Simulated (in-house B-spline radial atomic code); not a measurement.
# Excitations of La IV (La3+) by several methods

Full response, energies in eV; labels give the largest channel, * marks a mixed state, a dash one above the method's threshold, and an imaginary frequency an unstable closed-shell reference. Computed with an all-electron radial atomic-structure program (B-spline basis): linear response of the closed shell [Kr] 4d10 5s2 5p6 with each method's own kernel (bare exchange for TDHF, static screening on G0W0 levels for BSE, the adiabatic kernel for functionals); scalar-relativistic (spin-free one-electron X2C), finite nucleus, no spin-orbit coupling, no double excitations, S, P, D and F terms only; shells from n = 3 respond. Only terms of natural parity with L up to 3 were computed.

Spin-orbit coupling is strong here, so these LS terms don't match observed levels.

```json
{"method": "TDHF", "5p → 4f 3D": "?", "5p → 4f 1D": "?", "5p → 5d 3P": "?", "α (bohr³)": "?"}
{"method": "BSE on G0W0@HF", "5p → 4f 3D": "18.862", "5p → 4f 1D": "21.623", "5p → 5d 3P": "20.542", "α (bohr³)": "7.429"}
{"method": "LDA VWN5", "5p → 4f 3D": "16.478", "5p → 4f 1D": "18.674", "5p → 5d 3P": "20.309", "α (bohr³)": "7.681"}
{"method": "PBE", "5p → 4f 3D": "?", "5p → 4f 1D": "?", "5p → 5d 3P": "?", "α (bohr³)": "?"}
{"method": "PBE0", "5p → 4f 3D": "17.237", "5p → 4f 1D": "19.681", "5p → 5d 3P": "20.074", "α (bohr³)": "7.679"}
{"method": "B3LYP (VWN-RPA)", "5p → 4f 3D": "17.079", "5p → 4f 1D": "19.450", "5p → 5d 3P": "20.095", "α (bohr³)": "7.704"}
{"method": "CAM-B3LYP", "5p → 4f 3D": "17.148", "5p → 4f 1D": "19.524", "5p → 5d 3P": "20.126", "α (bohr³)": "7.689"}
{"method": "LC-wPBE", "5p → 4f 3D": "16.772", "5p → 4f 1D": "19.165", "5p → 5d 3P": "20.067", "α (bohr³)": "7.668"}
{"method": "wB97X", "5p → 4f 3D": "17.020", "5p → 4f 1D": "19.415", "5p → 5d 3P": "20.256", "α (bohr³)": "7.742"}
{"method": "HSE06", "5p → 4f 3D": "17.242", "5p → 4f 1D": "19.684", "5p → 5d 3P": "20.024", "α (bohr³)": "7.705"}
{"method": "BHandHLYP", "5p → 4f 3D": "18.041", "5p → 4f 1D": "20.549", "5p → 5d 3P": "20.151", "α (bohr³)": "7.66"}
{"method": "BLYP", "5p → 4f 3D": "16.405", "5p → 4f 1D": "18.725", "5p → 5d 3P": "19.928", "α (bohr³)": "7.76"}
{"method": "PBEsol", "5p → 4f 3D": "16.441", "5p → 4f 1D": "18.758", "5p → 5d 3P": "20.049", "α (bohr³)": "7.704"}
{"method": "BP86", "5p → 4f 3D": "16.423", "5p → 4f 1D": "18.749", "5p → 5d 3P": "20.066", "α (bohr³)": "7.715"}
{"method": "LDA exchange-only", "5p → 4f 3D": "16.519", "5p → 4f 1D": "18.936", "5p → 5d 3P": "19.619", "α (bohr³)": "7.808"}
{"method": "B97-1", "5p → 4f 3D": "17.122", "5p → 4f 1D": "19.513", "5p → 5d 3P": "20.310", "α (bohr³)": "7.694"}
{"method": "RPBE", "5p → 4f 3D": "16.388", "5p → 4f 1D": "18.764", "5p → 5d 3P": "19.892", "α (bohr³)": "7.746"}
{"method": "OLYP", "5p → 4f 3D": "16.058", "5p → 4f 1D": "18.435", "5p → 5d 3P": "19.890", "α (bohr³)": "7.67"}
```

(1) What does TDHF give?

(2) What does PBE give?

Results:

(1) 5p → 4f 3D: 19.504; 5p → 4f 1D: 22.424; 5p → 5d 3P: 19.917; α: 7.647 (eV, bohr³).

(2) 5p → 4f 3D: 16.401; 5p → 4f 1D: 18.752; 5p → 5d 3P: 19.944; α: 7.736 (eV, bohr³).
